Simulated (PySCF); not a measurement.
A side-by-side comparison of computed properties.

First species: C₄H₁₃NOSi₃.
SMILES: `C=C(C=O)[Si@@H](N[SiH3])[SiH2]C`

Second species: C6H10FOP.
SMILES with atom numbers: `[CH3:1][C:2]([CH3:3])([CH3:4])[P@@:5]1(=[O:6])[CH:7]=[C:8]1[F:9]` (hydrogens: H10, H11, H12 on C1; H13, H14, H15 on C3; H16, H17, H18 on C4; H19 on C7)

Levels: PBE0/pcSseg-1 for dipole moment, HOMO energy, LUMO energy and HOMO–LUMO gap; GFN2-xTB for rotational constant A and rotational constant C. Geometries: GFN2-xTB. All species are isolated and taken at one optimised geometry, non-relativistic unless stated. Electronic properties by PySCF.

Dipoles, sizes and rotational constants follow the conformer. The torsions of the flexible species, by atom-mapped SMILES:
- `[CH2:1]=[C:2]([CH:3]=[O:4])[Si@@H:5]([NH:6][SiH3:7])[SiH2:8][CH3:9]`: C1–C2–C3–O4 -166°, C1–C2–Si5–N6 -2°, C2–Si5–N6–Si7 -165°, C2–Si5–Si8–C9 105°
- `[CH3:1][C:2]([CH3:3])([CH3:4])[P@@:5]1(=[O:6])[CH:7]=[C:8]1[F:9]`: C1–C2–P5–O6 58°

(1) Which has the higher rotational constant C?

(2) Which of the two has the higher dipole moment, and by how much?

(3) Which of the two has the higher rotational constant A, and by how much?

(4) Which of the two has the higher HOMO energy, and by how much?

(5) Which has the higher LUMO energy?

(6) Which has the higher HOMO–LUMO gap?

Results:

(1) The second: 0.930 GHz against 0.475 GHz, a difference of 0.455 GHz.

(2) The second: 3.94 D against 2.97 D, a difference of 0.97 D.

(3) The second: 2.048 GHz against 1.090 GHz, a difference of 0.958 GHz.

(4) The first: -6.93 eV against -7.83 eV, a difference of 0.90 eV.

(5) The second: -0.39 eV against -2.10 eV, a difference of 1.71 eV.

(6) The second: 7.44 eV against 4.83 eV, a difference of 2.61 eV.

On the first: The dipole matches unit charges of opposite sign 0.62 Å apart (1 e·Å = 4.8032 D). A dipole of 2.97 D is allowed in C1, and pure rotational transitions are dipole-allowed.

On the second: The dipole equals about 13.1 × 10⁻³⁰ C·m (1 D = 3.33564 × 10⁻³⁰ C·m).
